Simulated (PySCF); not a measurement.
C₂H₉ClOSi₂, SMILES C[SiH2]O[Si@@H](C)Cl.

Geometry: ωB97X-D3(BJ)/def2-SVP. The structure was generated by enumeration; whether it is a known compound was not checked. The values are those of a single conformer.

Method: ωB97X-D3(BJ)/def2-SVP in PySCF.

Frequencies are harmonic and unscaled.

Computed harmonic wavenumbers and intensities:
```json
[
 {"mode": "1", "ν (cm⁻¹)": "20", "IR (km/mol)": "1.8", "moving atoms (share of kinetic energy)": "C 40 %, O 26 %, H 23 %"},
 {"mode": "2", "ν (cm⁻¹)": "58", "IR (km/mol)": "0.1", "moving atoms (share of kinetic energy)": "H 36 %, Si 26 %, C 19 %, Cl 10 %, O 9 %"},
 {"mode": "3", "ν (cm⁻¹)": "78", "IR (km/mol)": "2.3", "moving atoms (share of kinetic energy)": "Cl 39 %, C 29 %, Si 12 %, H 12 %"},
 {"mode": "4", "ν (cm⁻¹)": "154", "IR (km/mol)": "0.1", "moving atoms (share of kinetic energy)": "H 98 %"},
 {"mode": "5", "ν (cm⁻¹)": "175", "IR (km/mol)": "0.3", "moving atoms (share of kinetic energy)": "H 60 %, C 24 %"},
 {"mode": "6", "ν (cm⁻¹)": "183", "IR (km/mol)": "0.1", "moving atoms (share of kinetic energy)": "H 62 %, C 21 %, Si 9 %"},
 {"mode": "7", "ν (cm⁻¹)": "202", "IR (km/mol)": "3.8", "moving atoms (share of kinetic energy)": "C 27 %, H 25 %, Si 23 %, Cl 14 %, O 10 %"},
 {"mode": "8", "ν (cm⁻¹)": "293", "IR (km/mol)": "18.7", "moving atoms (share of kinetic energy)": "O 32 %, Si 27 %, H 26 %, C 11 %"},
 {"mode": "9", "ν (cm⁻¹)": "307", "IR (km/mol)": "4.8", "moving atoms (share of kinetic energy)": "O 42 %, Si 29 %, H 14 %, Cl 13 %"},
 {"mode": "10", "ν (cm⁻¹)": "507", "IR (km/mol)": "15.3", "moving atoms (share of kinetic energy)": "H 91 %"},
 {"mode": "11", "ν (cm⁻¹)": "519", "IR (km/mol)": "39.7", "moving atoms (share of kinetic energy)": "Si 41 %, Cl 40 %, H 8 %"},
 {"mode": "12", "ν (cm⁻¹)": "618", "IR (km/mol)": "23.4", "moving atoms (share of kinetic energy)": "Si 42 %, H 24 %, O 19 %, C 11 %"},
 {"mode": "13", "ν (cm⁻¹)": "695", "IR (km/mol)": "3.8", "moving atoms (share of kinetic energy)": "H 56 %, C 31 %, Si 9 %"},
 {"mode": "14", "ν (cm⁻¹)": "708", "IR (km/mol)": "9.6", "moving atoms (share of kinetic energy)": "H 61 %, C 23 %, Si 15 %"},
 {"mode": "15", "ν (cm⁻¹)": "754", "IR (km/mol)": "39.6", "moving atoms (share of kinetic energy)": "H 80 %, Si 9 %"},
 {"mode": "16", "ν (cm⁻¹)": "757", "IR (km/mol)": "3.2", "moving atoms (share of kinetic energy)": "H 73 %, C 15 %, Si 9 %"},
 {"mode": "17", "ν (cm⁻¹)": "767", "IR (km/mol)": "2.3", "moving atoms (share of kinetic energy)": "H 48 %, C 26 %, Si 24 %"},
 {"mode": "18", "ν (cm⁻¹)": "785", "IR (km/mol)": "129.5", "moving atoms (share of kinetic energy)": "H 48 %, Si 25 %, C 23 %"},
 {"mode": "19", "ν (cm⁻¹)": "879", "IR (km/mol)": "141.0", "moving atoms (share of kinetic energy)": "H 77 %, Si 12 %, C 10 %"},
 {"mode": "20", "ν (cm⁻¹)": "895", "IR (km/mol)": "176.7", "moving atoms (share of kinetic energy)": "H 76 %, C 16 %"},
 {"mode": "21", "ν (cm⁻¹)": "916", "IR (km/mol)": "305.0", "moving atoms (share of kinetic energy)": "H 81 %, C 10 %, Si 9 %"},
 {"mode": "22", "ν (cm⁻¹)": "965", "IR (km/mol)": "206.4", "moving atoms (share of kinetic energy)": "H 77 %, Si 16 %"},
 {"mode": "23", "ν (cm⁻¹)": "989", "IR (km/mol)": "180.3", "moving atoms (share of kinetic energy)": "H 88 %, Si 9 %"},
 {"mode": "24", "ν (cm⁻¹)": "1089", "IR (km/mol)": "415.9", "moving atoms (share of kinetic energy)": "O 73 %, Si 18 %, H 8 %"},
 {"mode": "25", "ν (cm⁻¹)": "1287", "IR (km/mol)": "50.1", "moving atoms (share of kinetic energy)": "H 77 %, C 23 %"},
 {"mode": "26", "ν (cm⁻¹)": "1290", "IR (km/mol)": "45.1", "moving atoms (share of kinetic energy)": "H 76 %, C 24 %"},
 {"mode": "27", "ν (cm⁻¹)": "1435", "IR (km/mol)": "5.0", "moving atoms (share of kinetic energy)": "H 96 %"},
 {"mode": "28", "ν (cm⁻¹)": "1436", "IR (km/mol)": "3.7", "moving atoms (share of kinetic energy)": "H 96 %"},
 {"mode": "29", "ν (cm⁻¹)": "1439", "IR (km/mol)": "3.5", "moving atoms (share of kinetic energy)": "H 96 %"},
 {"mode": "30", "ν (cm⁻¹)": "1450", "IR (km/mol)": "3.9", "moving atoms (share of kinetic energy)": "H 96 %"},
 {"mode": "31", "ν (cm⁻¹)": "2257", "IR (km/mol)": "142.0", "moving atoms (share of kinetic energy)": "H 96 %"},
 {"mode": "32", "ν (cm⁻¹)": "2271", "IR (km/mol)": "151.2", "moving atoms (share of kinetic energy)": "H 97 %"},
 {"mode": "33", "ν (cm⁻¹)": "2291", "IR (km/mol)": "127.0", "moving atoms (share of kinetic energy)": "H 97 %"},
 {"mode": "34", "ν (cm⁻¹)": "3067", "IR (km/mol)": "1.8", "moving atoms (share of kinetic energy)": "H 97 %"},
 {"mode": "35", "ν (cm⁻¹)": "3072", "IR (km/mol)": "0.3", "moving atoms (share of kinetic energy)": "H 97 %"},
 {"mode": "36", "ν (cm⁻¹)": "3170", "IR (km/mol)": "3.8", "moving atoms (share of kinetic energy)": "H 91 %, C 9 %"},
 {"mode": "37", "ν (cm⁻¹)": "3178", "IR (km/mol)": "1.3", "moving atoms (share of kinetic energy)": "H 91 %, C 9 %"},
 {"mode": "38", "ν (cm⁻¹)": "3178", "IR (km/mol)": "1.5", "moving atoms (share of kinetic energy)": "H 91 %, C 9 %"},
 {"mode": "39", "ν (cm⁻¹)": "3183", "IR (km/mol)": "1.2", "moving atoms (share of kinetic energy)": "H 91 %, C 9 %"}
]
```
